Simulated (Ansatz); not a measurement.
H₇O₇Si₂ (SMILES O[Si](O)(O)[OH+][Si](O)(O)O), charge +1, singlet, at a GFN2-xTB geometry; REVPBE/STO-3G in Ansatz (a quantum-chemistry and plane-wave program).

Here is a job for Ansatz.
Ansatz 0.2 input:
```yaml
crystal:
  periodic: [false, false, false]
  atoms:
    - {symbol: O, position_ang: [1.48956799, 1.61452391, 0.15518637]}
    - {symbol: Si, position_ang: [1.50701182, 0.02779887, 0.34972997]}
    - {symbol: O, position_ang: [1.25954908, -0.36134013, 1.87274902]}
    - {symbol: O, position_ang: [2.59193758, -0.86993965, -0.40434432]}
    - {symbol: O, position_ang: [0.14224236, -0.58065139, -0.53135071]}
    - {symbol: Si, position_ang: [-1.50150189, -0.05029107, -0.37031245]}
    - {symbol: O, position_ang: [-1.52908749, 1.46163017, -0.86587999]}
    - {symbol: O, position_ang: [-2.10780866, -1.10633613, -1.40413417]}
    - {symbol: O, position_ang: [-1.84890988, -0.14764465, 1.18714632]}
    - {symbol: H, position_ang: [1.76563598, 2.08404689, -0.62991433]}
    - {symbol: H, position_ang: [0.95017088, 0.23561218, 2.55121529]}
    - {symbol: H, position_ang: [3.47348946, -1.04637238, -0.08690554]}
    - {symbol: H, position_ang: [0.31366330, -1.28041343, -1.17169890]}
    - {symbol: H, position_ang: [-1.55373757, 2.22822375, -0.29657333]}
    - {symbol: H, position_ang: [-2.96304825, -1.03731351, -1.81986332]}
    - {symbol: H, position_ang: [-2.04324055, -0.95082977, 1.66691473]}
basis:
  gaussian:
    orbitals: STO-3G
hamiltonian:
  xc: revpbe
total_charge: 1
accuracy: high
```

Question: What does Ansatz print? Leave out banner, timings and long lists.

Answer: 
```
Functional definition: revPBE
1439 factors; integrals over basis functions are off by at most 2.8e-8 eV
mean field evaluation 1: about -29796.2199 eV, gradient 5.6e1 eV
mean field evaluation 2: about -29791.5419 eV, gradient 7.0e1 eV
mean field evaluation 4: about -29805.9855 eV, gradient 2.2e0 eV
mean field evaluation 8: about -29805.8886 eV, gradient 4.3e-2 eV
mean field evaluation 16: about -29805.8886 eV, gradient 5.9e-7 eV
mean field -29805.88861222 eV, -1095.3462033421 hartree, gradient 1.3e-8 eV, S^2 0.000000; 0 other end points of the search recorded, 0 dependent functions left out
reference -29805.88861661 eV, -1095.3462035037 hartree; 45, 45 occupied and 15, 15 virtual orbitals, 1439 factors
Total energy: -29805.88861661 eV, -1095.3462035037 hartree
```
